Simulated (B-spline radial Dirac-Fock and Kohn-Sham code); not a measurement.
ΔSCF core binding energies without Breit or QED terms, calculated with a radial B-spline solver.

A sound run for palladium as Pd⁶⁺ in the configuration [Kr] 4d4: The ground state converged in 10 iterations, with total energy -5035.19126 Ha, virial ratio 1.95714 and highest orbital energy -100.30 eV. ΔSCF binding energies: K (1s) 24538.0 eV, L3 (2p3/2) 3295.3 eV, M5 (3d5/2) 448.5 eV.

A second run, with one unsound setting: The ground state converged in 11 iterations, with total energy -7699.74166 Ha, virial ratio 1.16058 and highest orbital energy -71.29 eV. ΔSCF binding energies: K (1s) 13793.5 eV, L3 (2p3/2) 5833.4 eV, M5 (3d5/2) 213.8 eV.

```
iter   energy (Ha)        error
   1    -5287.02355873  2.23e+01
   2    -7672.62315445  5.84e+00
   3    -7696.00915534  2.05e+00
   4    -7698.78143490  1.08e+00
   5    -7699.70570013  2.54e-01
   6    -7699.73369775  1.23e-01
   7    -7699.74150377  1.39e-02
   8    -7699.74162384  2.23e-03
   9    -7699.74165644  5.38e-04
  11    -7699.74165878  3.86e-07
```

Question: Which fault fits the second run best?
A. speed of light below Z
B. box too small
C. tolerance below the noise
D. spline order too low

Answer: A. The input had c_factor = 0.1342: c_factor makes c so small that Zα exceeds 1, so any numbers that come out have no meaning.
